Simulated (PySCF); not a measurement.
**One molecule, a ladder of functionals, a line**

Molecule: `InChI=1S/H9OPSi3/c2-5-4-1-3/h2,4-5H2,3H3`.

Molfile (atoms numbered from 1):
```
H9OPSi3
     RDKit          3D

 14 13  0  0  0  0  0  0  0  0999 V2000
   -3.1902   -0.3823    0.0484 Si  0  0  0  0  0  4  0  0  0  0  0  0
   -1.5415   -0.3189    0.2105 O   0  0  0  0  0  0  0  0  0  0  0  0
   -0.2386    0.5189    0.8110 Si  0  0  0  0  0  4  0  0  0  0  0  0
    1.7221   -0.5591    0.1190 Si  0  0  0  0  0  4  0  0  0  0  0  0
    3.4871    0.5231    1.0593 P   0  0  0  0  0  0  0  0  0  0  0  0
   -3.8395   -0.4816    1.3907 H   0  0  0  0  0  0  0  0  0  0  0  0
   -3.6902    0.8450   -0.6426 H   0  0  0  0  0  0  0  0  0  0  0  0
   -3.5348   -1.5845   -0.7608 H   0  0  0  0  0  0  0  0  0  0  0  0
   -0.2571    1.9311    0.3097 H   0  0  0  0  0  0  0  0  0  0  0  0
   -0.2947    0.5651    2.3062 H   0  0  0  0  0  0  0  0  0  0  0  0
    1.7897   -0.6194   -1.3754 H   0  0  0  0  0  0  0  0  0  0  0  0
    1.7340   -1.9582    0.6491 H   0  0  0  0  0  0  0  0  0  0  0  0
    3.3888    1.6465    0.1803 H   0  0  0  0  0  0  0  0  0  0  0  0
    4.4577   -0.1405    0.2472 H   0  0  0  0  0  0  0  0  0  0  0  0
  1  2  1  0
  2  3  1  0
  3  4  1  0
  4  5  1  0
  1  6  1  0
  1  7  1  0
  1  8  1  0
  3  9  1  0
  3 10  1  0
  4 11  1  0
  4 12  1  0
  5 13  1  0
  5 14  1  0
M  END
```

GIAO shieldings (ppm, equivalent atoms averaged) in PySCF 2.14.0 with density-fitted response routines on the PBE0-D3(BJ)/def2-SVP geometry, basis pcSseg-1, gas phase, non-relativistic:

```tsv
functional	exact exchange (%)	σ(Si3)	σ(Si1)	σ(Si4)	σ(O2)
BLYP	0	347.3	366.5	402.6	325.4
BP86	0	353.0	368.9	415.9	331.1
PBE	0	353.9	370.0	418.7	331.6
PBE0	25	371.3	386.3	433.2	341.3
mPW1PW91	25	370.0	385.2	430.2	340.5
BHandHLYP	50	382.2	399.1	433.2	343.5
HF	100	419.9	435.8	464.5	353.4
```

Question: Fit each shielding as a line in the percentage of exact exchange.

Answer: σ(Si3) = 351.8 + 0.67 x (rms 2.6 ppm); σ(Si1) = 368.4 + 0.66 x (rms 1.5 ppm); σ(Si4) = 414.0 + 0.50 x (rms 6.0 ppm); σ(O2) = 331.2 + 0.24 x (rms 3.0 ppm). The functionals also differ in their semilocal parts, which the line can't hold; Hartree–Fock has no correlation at all.

Question: What does the line predict for B3LYP (20 %), and what does the run give?

Answer: σ(Si3): 365.2 predicted, 361.1 computed; σ(Si1): 381.6 predicted, 379.1 computed; σ(Si4): 424.0 predicted, 415.2 computed; σ(O2): 336.0 predicted, 334.2 computed ppm.
